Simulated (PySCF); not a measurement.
Work out the structure from these simulated measurements.

Elements present: B, C, H and N. Monoisotopic mass: 132.0859 u.

| Property | Result |
| --- | --- |
| 13C NMR | chemical shifts (computed TMS as zero) by class: 180.2 (1 C), 155.3 (1 C), 138.0 (1 C), 124.9 (1 C), 122.3 (1 C), 117.8 (1 C), 2.1 (1 C) ppm [GIAO PBE0/pcSseg-1] |
| 1H NMR | chemical shifts (computed TMS as zero) by class: 8.73 (1 H), 7.36 (1 H), 6.92 (1 H), 6.75 (1 H), 3.50 (2 H), 2.43 (3 H) ppm [GIAO PBE0/pcSseg-1] |
| UV, strongest line | among the 10 lowest singlet transitions: S8 at 5.35 eV (232 nm, f = 0.083) [TDDFT PBE0/def2-SVPD] |
| NMR, other nuclei | isotropic shieldings of nuclei other than C and H, by class: 127 (1 B), -116 (1 N), 30 (1 N) ppm [GIAO PBE0/pcSseg-1] |
| UV, first state | lowest singlet excitation: 4.43 eV (280 nm, f = 0.003) [TDDFT PBE0/def2-SVPD] |
| Valence photoelectron | vertical ionisation energy: 8.08 eV [ΔSCF PBE0/def2-SVPD] |
| Rotational structure | rotational constants A, B, C: 3.570, 0.655, 0.558 GHz [PBE0-D3(BJ)/def2-SVP] |
| Triplet | lowest triplet excitation (Tamm–Dancoff): 3.81 eV [TDA PBE0/def2-SVPD] |

The electronic properties come from PySCF, for the isolated species, density fitting. Levels stand in brackets. Geometry: PBE0-D3(BJ)/def2-SVP, one conformer, isolated molecule. NMR classes are plain means over equivalent atoms (diastereotopic ones count apart unless rotation or inversion swaps them), as if these changed places fast.

Q: Which formula fits the mass and the elements?

A: C7H9BN2 (calculated 132.0859). No other formula that holds each of these elements comes within 0.0003 u with a fitting electron parity and a possible valence count.

Q: What is the compound? Reason from the data.

A: Numbering: `[CH3:1][C:2]#[N+:3][BH2-:4][c:5]1[cH:6][cH:7][cH:8][cH:9][n:10]1`. 7 carbons fall into 7 classes; from least to most shielded: substituted aromatic carbon [C5] (180.2 ppm), aromatic CH next to a ring nitrogen [C9] (155.3 ppm), aromatic CH carbon [C7] (138.0 ppm), aromatic CH carbon [C6] (124.9 ppm), aromatic CH carbon [C8] (122.3 ppm), triply bonded carbon [C2] (117.8 ppm), methyl carbon [C1] (2.1 ppm). Hydrogen classes from least to most shielded: 1 H on an aromatic CH next to a ring nitrogen, C9 (8.73 ppm), 1 H on an aromatic CH carbon, C7 (7.36 ppm), 1 H on an aromatic CH carbon, C6 (6.92 ppm), 1 H on an aromatic CH carbon, C8 (6.75 ppm), 2 H on a four-coordinate boron, B4 (3.50 ppm), 3 H on a methyl carbon, C1 (2.43 ppm). The other shieldings belong to: 127 ppm, four-coordinate boron [B4]; -116 ppm, pyridine-type nitrogen [N10]; 30 ppm, nitrogen bonded to B and C [N3]. The first electron is taken from the HOMO, whose largest Löwdin shares are 0.55 on the pyridine-type nitrogen, 0.12 on the substituted aromatic carbon, 0.10 on the aromatic CH next to a ring nitrogen and 0.06 on an aromatic CH carbon. By its constants the optimised geometry is an asymmetric top. Structure: `CC#[N+][BH2-]c1ncccc1`. The assignments are read from this structure; whether some other isomer fits the data as well wasn't checked.

The values belong to the conformer `[CH3:1][C:2]#[N+:3][BH2-:4][c:5]1[cH:6][cH:7][cH:8][cH:9][n:10]1`: N3–B4–C5–C6 1°.
